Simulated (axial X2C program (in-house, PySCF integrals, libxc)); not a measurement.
Low determinants of TiO at the PBE0 level, 2c

Computed with an axial X2C code built on PySCF integrals. Two-component (2c) means X2C with spin–orbit coupling and atomic mean-field two-electron Coulomb and Gaunt terms. Basis: Ti dyall-cv3z [10s10p6d4f2g], O dyall-av3z [7s6p3d2f] (cores contracted in-house); Gaussian nuclei, density fitting, unrestricted open shells. Masses: Ti 47.948 u, O 15.995 u.

Search at 1.601 Å (vertical energies from the lowest determinant):

```csv
ΔE (eV),state,electrons beyond evenly filled partner blocks,"electrons in ±ω = 1/2, 3/2, 5/2, 7/2"
0.00,Ω = 1,"ω = -1/2, ω = 3/2",23 7 0 0
0.03,Ω = 3,"ω = 1/2, ω = 5/2",23 6 1 0
0.34,Ω = 2,"ω = 1/2, ω = 3/2",23 7 0 0
0.37,Ω = 2,"ω = -1/2, ω = 5/2",23 6 1 0
1.14,Ω = 0,none,24 6 0 0
1.32,Ω = 1,"ω = -3/2, ω = 5/2",22 7 1 0
1.82,Ω = 1,2 × ω = 1/2,24 6 0 0
```

Lowest determinant, Ω = 1 (⟨Sz⟩ = -1.00, ⟨Lz⟩ = 2.00 at PBE0): Re = 1.598 Å, ωe = 1066.9 cm⁻¹.

The determinant in row 2 of the search, Ω = 3 (⟨Sz⟩ = 1.00, ⟨Lz⟩ = 2.00 at PBE0), was followed along the bond at PBE0; measured from the minimum of the lowest determinant it gives:

Te = 0.027 eV (214 cm⁻¹), Re = 1.598 Å, ωe = 1067.0 cm⁻¹.

(1) Compare the bond of the determinant in row 2 with that of the lowest one.

The search compares states at one distance, so a state with another bond length can lie lower; it is not exhaustive and yields mostly the lowest determinant of each block pattern, so other components and higher states of one pattern are missing. These are energies of single determinants, not of spin-adapted states; PBE0 term energies can be off by some tenths of an eV, and the functional has no current term. Open-shell Ω = 0 determinants with evenly filled partner blocks cannot be reached by this program, so the Ω shown need not be the lowest component. The lowest determinant need not be the ground state where others lie within half an eV.

Answers

(1) At PBE0 its Re is the same within 0.001 Å and its force constant, which goes as ωe², is 1.00 times that of the lowest determinant. T0 ≈ Te + Δωe/2 = 214 + (0) = 214 cm⁻¹.
